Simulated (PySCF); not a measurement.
# A small calculation by hand: chemical shift, span and skew from a shielding tensor

CH4MgS, SMILES C[S][MgH]. Atoms are numbered in the order given.

```xyz
7

Mg    -0.2819     0.2954     1.5807
H     -0.9737     0.8493     3.0201
S      0.6242    -0.4358    -0.3955
C     -0.5490     0.2426    -1.6503
H     -0.9734    -0.5854    -2.2145
H      0.0028     0.8908    -2.3281
H     -1.3662     0.8168    -1.2154
```
Charge 0, spin multiplicity 1.

Geometry optimised at B3LYP-D3(BJ)/def2-TZVP. A frequency run showed that this geometry is not a minimum.

GIAO shieldings from PySCF with B3LYP/pcSseg-2, non-relativistic, no solvent. The symmetric part of the tensor of C4 has the principal values 159.7, 170.0, 186.7 ppm. The same nucleus in TMS has σ = 181.3 ppm at this level (PySCF, at its B3LYP-D3(BJ)/def2-TZVP geometry).

Task: Work out the isotropic shielding, the ¹³C shift against TMS, the span and the skew.

Result: 
σ(iso) = (σ11 + σ22 + σ33)/3 = 172.1 ppm. δ = σ(ref) − σ(iso) = 181.3 − (172.1) = 9.2 ppm.
Span Ω = σ33 − σ11 = 27.0 ppm. Skew κ = 3(σ(iso) − σ22)/Ω = 0.24. Tumbling in solution averages the tensor to δ; in a static solid the shielding alone would spread this spin-1/2 line over Ω.
